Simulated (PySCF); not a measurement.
# Atomic charges by several schemes

Compound: C4H2FNOS.
Bonds: O1–C2 (double), C2–C3, C3–S4 (aromatic), S4–N5 (aromatic), N5–C6 (aromatic), C6–C7 (aromatic), C7–F8, C3–C7 (aromatic). Hydrogens: H9 on C2; H10 on C6.

Density: PBE0/pcSseg-1 (PySCF); schemes: Mulliken, IAO, Hirshfeld and ESP-fitted. The structure is a single GFN2-xTB conformer in the gas phase; no vibrational or solvent corrections.

Do the Mulliken, IAO, Hirshfeld and ESP-fitted schemes agree on where the charge is lowest?

The schemes don't all agree: Mulliken C3 (-0.579); IAO N5 (-0.425); Hirshfeld O1 (-0.225); ESP-fitted O1 (-0.411).

Which atoms carry the highest charge in the Mulliken, IAO, Hirshfeld and ESP-fitted schemes?

The schemes don't all agree: Mulliken S4 (+0.541); IAO S4 (+0.585); Hirshfeld S4 (+0.223); ESP-fitted C2 (+0.379).

For which atoms does the sign change between the 4 schemes (beyond +0.03 e in one, beyond −0.03 e in another)?

C6. Atomic charges aren't observables, and each scheme defines them in its own way.

Tabulate the Mulliken, IAO, Hirshfeld and ESP-fitted charges.

In e:

```csv
atom,environment,Mulliken,IAO,Hirshfeld,ESP-fitted
O1,aldehyde oxygen,-0.349,-0.386,-0.225,-0.411
C2,aldehyde carbon,+0.402,+0.247,+0.108,+0.379
C3,substituted aromatic carbon,-0.579,-0.270,-0.067,-0.133
S4,ring sulfur,+0.541,+0.585,+0.223,+0.268
N5,pyridine-type nitrogen,-0.452,-0.425,-0.171,-0.393
C6,aromatic CH next to a ring nitrogen,+0.134,-0.074,-0.009,+0.087
C7,aromatic C–F carbon,+0.326,+0.261,+0.079,+0.149
F8,aryl fluorine,-0.242,-0.239,-0.058,-0.140
H9,formyl hydrogen,+0.086,+0.118,+0.047,+0.050
H10,aromatic hydrogen,+0.134,+0.185,+0.073,+0.142
```

Mean size of the charges over all atoms: Mulliken 0.324 e, IAO 0.279 e, ESP-fitted 0.215 e, Hirshfeld 0.106 e. Each set sums to the total charge, 0, to within 0.001 e. The IAO scheme projects the occupied orbitals on a minimal set of polarised atomic orbitals and counts the electrons in each atom's part of it. The ESP scheme is a least-squares fit of atom-centred charges to the potential on four shells outside the van der Waals surface, with the total charge fixed.

How closely do the schemes follow one another over all atoms?

Correlation coefficient and root-mean-square difference: IAO with Hirshfeld 0.97, 0.192 e; Hirshfeld with ESP-fitted 0.94, 0.138 e; Mulliken with IAO 0.93, 0.132 e; IAO with ESP-fitted 0.90, 0.139 e; Mulliken with ESP-fitted 0.89, 0.181 e; Mulliken with Hirshfeld 0.88, 0.258 e.

Sum the charges by element, for elements with more than one atom.

| element | atoms | Mulliken | IAO | Hirshfeld | ESP-fitted |
| --- | --- | --- | --- | --- | --- |
| C | 4 | +0.282 | +0.163 | +0.111 | +0.483 |
| H | 2 | +0.220 | +0.303 | +0.120 | +0.193 |

These values come from a run that also computed NMR shieldings. The run took 31 s wall (with the writing of density and orbital grids) on one thread, Arm Neoverse N1 (aarch64), on a shared host, and the process peaked at 0.71 GiB of memory.

Shape of the structure used: `[O:1]=[CH:2][c:3]1[s:4][n:5][cH:6][c:7]1[F:8]`: O1–C2–C3–S4 0°.
